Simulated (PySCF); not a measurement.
A GIAO shielding run with PySCF (density fitting, non-relativistic, gas phase) on SMILES CSCC(F)(F)F, C3H5F3S:

```
{"job": {"kind": "nmr", "xc": "PBE0", "basis": "pcSseg-1"}, "charge": 0, "multiplicity": 1}
C      1.755176    -0.406956     0.711132
S      1.198488     0.812909    -0.513370
C     -0.577964     0.889886    -0.119439
C     -1.374043    -0.242919    -0.739055
F     -2.687454    -0.095388    -0.482039
F     -1.248948    -0.307989    -2.065826
F     -1.036896    -1.448444    -0.257406
H      1.508663    -0.057448     1.709742
H      1.303623    -1.373214     0.511604
H      2.832230    -0.471812     0.597725
H     -0.951182     1.827406    -0.531386
H     -0.720495     0.873284     0.961199
```

Hardware: 1 thread of an Arm Neoverse V2, shared host. The job also computes population analyses, field gradients.

(1) How large is the calculation?

(2) How long does it take?

Answers

(1) 66 electrons, 151 basis functions and 807 auxiliary functions.

(2) 16 s of wall time, with 14 SCF cycles and 5 response iterations. Times on a shared host scatter by some tens of per cent.
